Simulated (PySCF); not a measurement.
# Kr²⁺ (krypton, charge +2) across methods

[Ar] 3d10 4s2 4p3 5s1, high-spin 5S determinant (an excited configuration). All numbers are calculated (PySCF 2.14, scalar relativity through the core potential, in aug-cc-pVTZ-PP with ECP10MDF (6s5p4d2f, 55 functions)).

```tsv
method	E (hartree)	mean ε 4s β (eV)	mean ε 4p α (eV)	mean ε 5s α (eV)	Σ⟨r²⟩ (bohr²)	⟨S²⟩
PBE	-461.5198	-48.702	-36.759	-15.245	35.47	6.000
LC-wPBE	-461.5545	-53.514	-41.578	-17.675	35.64	6.000
UHF	-460.23428	-52.916	-43.431	-17.237	36.48	6.000
PBE0	-461.4888	-50.155	-38.643	-15.836	35.61	6.000
r2SCAN	-461.3676	-48.992	-37.623	-15.223	35.85	6.000
revPBE	-461.5907	-48.494	-36.752	-15.175	35.49	6.000
LDA	-460.8751	-49.276	-36.765	-15.485	35.28	6.000
M06-L	-461.5287	-48.710	-37.357	-14.930	35.85	6.000
M06-2X	-461.7161	-50.169	-39.940	-16.412	35.63	6.001
```

Energies and moments cover only the electrons outside the core potential. The outer electron is Rydberg-like, and this basis confines it to a smaller radius and binds it less than a complete one would.
